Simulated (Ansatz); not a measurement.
CH₅SiTe (`C[SiH2][Te]`) radical, relaxed with UKS PBE-D4/def2-SVP in Ansatz 0.2.0 from a rough embedded geometry. The force threshold is 0.03 eV/Å; the program also tests the step.

Total charge 0; spin multiplicity 2. Te takes the def2 core potential.

Start:

```xyz
8

C     0.336   -0.600   -0.688
Si   -0.171    0.389    0.728
Te   -1.880    1.997   -0.012
H     1.145   -1.306   -0.400
H     0.798    0.007   -1.503
H    -0.511   -1.187   -1.150
H     0.997    1.138    1.264
H    -0.716   -0.439    1.762
```

**Question.** By how much does the energy fall, and how many steps does the optimiser take? (Best estimate.)

**Answer.** Computed: 19.40 kJ/mol, in 4 steps, 1 of them rejected.

**Question.** Which bonds change most? (Estimate.)

**Answer.** The calculation gave: C1–Si2 from 1.801 to 1.888 Å; Si2–H8 from 1.432 to 1.509 Å; Si2–Te3 from 2.460 to 2.517 Å; C1–H6 from 1.130 to 1.108 Å.

**Question.** Give the relaxed structure. (Estimate.)

**Answer.** Ansatz gave: 
```xyz
8

C     0.392   -0.654   -0.745
Si   -0.171    0.423    0.701
Te   -1.959    2.088    0.095
H     1.166   -1.376   -0.409
H     0.824   -0.029   -1.551
H    -0.461   -1.221   -1.166
H     0.993    1.186    1.280
H    -0.783   -0.417    1.795
```
